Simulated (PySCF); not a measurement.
## P: excitation energy

P [Ne] 3s2 3p3 (4S) → P [Ne] 3s1 3p4 (4P), as a difference of total energies. All numbers are calculated (PySCF 2.14, the spin-free X2C one-electron Hamiltonian (Gaussian nucleus), in aug-cc-pVTZ-DK (6s5p3d2f, 50 functions)). Correlated levels: valence: [Ne] frozen. The calculations carry no spin-orbit coupling.

```
           method  excitation energy (cm⁻¹)
              UHF                     64340
              LDA                     65236
              PBE                     64453
             PBE0                     65209
           r2SCAN                     61898
        BHandHLYP                     66662
           PBEsol                     64085
            B97-3                     66827
          wB97M-V                     67841
    MP2 (valence)                     65336
SCS-MP2 (valence)                     65553
```

Errors of the correlated levels include the incompleteness of this basis and the frozen core.

For comparison: 59643 cm⁻¹ (measured; NIST levels, between the centres of gravity of the two terms).
